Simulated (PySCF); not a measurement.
**How methods differ on the ionisation energy of Pr⁺**

Pr⁺ [Xe] 4f3 6s1 [4f5/2^3 6s1/2^1, M_J = 4] → Pr²⁺ [Xe] 4f3 [4f5/2^3, M_J = 9/2], as a difference of total energies. All numbers are calculated (PySCF 2.14, the two-component X2C-1e Hamiltonian, in x2c-TZVPPall-2c). Correlated levels: [Ar] 3d10 frozen; the 18 highest virtual spinors dropped. "Screened" scales the spin-orbit matrix elements by Boettger's factors to mimic the two-electron term; Breit and QED terms are absent.

```tsv
method	ionisation energy (eV)	difference from reference (eV)
GHF (spin-free)	9.889	-0.742
GMP2 (spin-free)	10.652	+0.021
GHF (screened spin-orbit)	9.889	-0.742
GMP2 (screened spin-orbit)	10.650	+0.019
```

Reference: 10.631 ± 0.02 eV (semi-empirical (NIST evaluation); NIST Atomic Spectra Database, ionization energies).

The spin-free rows relax to the high-spin LS determinant and lack the spin-orbit shift.

The labels give the starting determinants; with spin-orbit coupling the two ends relaxed to ⟨J²⟩ = 23.17, ⟨L²⟩ = 41.81, ⟨S²⟩ = 5.96 and ⟨J²⟩ = 26.90, ⟨L²⟩ = 41.79, ⟨S²⟩ = 3.73.

The determinant of Pr⁺ and of Pr²⁺ mixes levels of different J (the jj label is only the starting occupation), so the difference between spin-free and spin-orbit rows is not the physical spin-orbit shift.
